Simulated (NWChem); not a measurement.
C₃H₅FO; SMILES CO/C=C/F

```xyz
10

C     -0.2968     2.2428    -0.1649
O      0.4722     1.1213     0.1781
C     -0.1944    -0.0516     0.1815
C      0.4167    -1.1999    -0.1107
F     -0.2285    -2.3632    -0.0182
H      0.3377     3.1286    -0.0306
H     -1.1845     2.3412     0.4877
H     -0.6366     2.2025    -1.2155
H     -1.2531    -0.0414     0.4759
H      1.4633    -1.2806    -0.4142
```
Atoms are numbered in this order, from 1.

Computed with NWChem. Structure relaxed at the PBE0/def2-SVP level.

### Question
Predict the results for LDA (Slater exchange, VWN5)/def2-SVP. Quantities: highest occupied level (eV); orbital gap (eV); dipole (D).

### Answer
The highest occupied level (eV) is -5.20 and the orbital gap (eV) comes out as 4.90. The dipole (D) is 2.00.
